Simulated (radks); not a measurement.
Values are calculated unless marked as measured or tabulated.
Ionisation of neutral hafnium, [Xe] 4f14 5d2 6s2, to [Xe] 4f14 5d1 6s2 as the strength of local exchange is varied. Level of theory: Dirac Kohn-Sham, Slater X-alpha exchange (alpha = 2/3 is LDA exchange), no correlation, spin-unpolarised, spherical densities, point nucleus; open shells fill j = l - 1/2 first (a radial shooting solver on a logarithmic mesh with Libxc functionals).

alpha  E(Hf) (hartree)  exchange (hartree)  IE (eV)  -e of the level emptied (eV)  <r> of it (bohr)
0.663      -15079.6587           -291.4465    5.745                 1.969 (5d3/2)             2.524
0.667      -15081.4172           -293.2425    5.784                 1.998 (5d3/2)             2.519
0.713      -15101.6557           -313.9287    6.234                 2.348 (5d3/2)             2.457
0.736      -15111.7862           -324.2939    6.465                 2.530 (5d3/2)             2.428
0.786      -15133.8346           -346.8779    6.980                 2.941 (5d3/2)             2.369
0.807      -15143.1054           -356.3839    7.202                 3.121 (5d3/2)             2.346
0.855      -15164.3192           -378.1579    7.720                 3.544 (5d3/2)             2.296
0.901      -15184.6794           -399.0846    8.232                 3.968 (5d3/2)             2.251

NIST Atomic Spectra Database: 6.825 eV (measured). The Delta-SCF value meets it near alpha = 0.77. Spin polarisation and multiplet splitting are left out, so open shells lie too high by an amount that depends on their filling.

Beside tabulated values, note that spin-unpolarised runs miss the spin-polarisation part of the exchange energy of open shells.
